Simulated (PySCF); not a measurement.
A side-by-side comparison of computed properties.

First species: C5H9O2PSi2.
SMILES: `CC#CC(=O)C(=O)[SiH2][SiH2]P`

Second species: C₄H₁₁ClO₂Si.
InChI=1S/C4H11ClO2Si/c1-2-6-4(3-5)7-8/h4H,2-3H2,1,8H3/t4-/m0/s1

Levels: PBE0/pcSseg-1 for dipole moment, HOMO energy, LUMO energy and HOMO–LUMO gap; GFN2-xTB for rotational constant A and rotational constant C. Geometries: GFN2-xTB. Each structure is a single optimised conformer of the isolated species, non-relativistic unless stated; the electronic structure was computed with PySCF and density fitting.

Dipoles, sizes and rotational constants follow the conformer. The torsions of the flexible species, by atom-mapped SMILES:
- `[CH3:1][C:2]#[C:3][C:4](=[O:5])[C:6](=[O:7])[SiH2:8][SiH2:9][PH2:10]`: C3–C4–C6–O7 53°, C4–C6–Si8–Si9 -73°, C6–Si8–Si9–P10 25°, H–P10–Si9–Si8 93°, H–P10–Si9–Si8 -174°
- `[CH3:1][CH2:2][O:3][C@H:4]([CH2:5][Cl:6])[O:7][SiH3:8]`: C1–C2–O3–C4 -176°, C2–O3–C4–C5 -162°, O3–C4–C5–Cl6 72°, O3–C4–O7–Si8 37°

Values for the first species:

```
Dipole moment         : 3.66 D
HOMO energy           : -6.90 eV
LUMO energy           : -2.92 eV
HOMO–LUMO gap         : 3.98 eV
Rotational constant A : 1.454 GHz
Rotational constant C : 0.383 GHz
```

Problem. Estimate the same properties for the second species, and the change in each.

Solution. 
```json
{"property": "dipole moment", "first": "3.66 D", "second": "1.86 D", "second less first": "-1.80 D"}
{"property": "HOMO energy", "first": "-6.90 eV", "second": "-8.17 eV", "second less first": "-1.27 eV"}
{"property": "LUMO energy", "first": "-2.92 eV", "second": "0.27 eV", "second less first": "+3.19 eV"}
{"property": "HOMO–LUMO gap", "first": "3.98 eV", "second": "8.44 eV", "second less first": "+4.46 eV"}
{"property": "rotational constant A", "first": "1.454 GHz", "second": "1.490 GHz", "second less first": "+0.036 GHz"}
{"property": "rotational constant C", "first": "0.383 GHz", "second": "0.640 GHz", "second less first": "+0.257 GHz"}
```

On the first: A dipole of 3.66 D is allowed in C1, and pure rotational transitions are dipole-allowed. In atomic units the dipole is 1.44 e·bohr (1 au = 2.5417 D). GFN2-xTB frequencies show an imaginary mode (26i cm⁻¹), so this geometry is no minimum at that level.

On the second: The dipole equals about 6.2 × 10⁻³⁰ C·m (1 D = 3.33564 × 10⁻³⁰ C·m). A dipole of 1.86 D is allowed in C1, and pure rotational transitions are dipole-allowed.
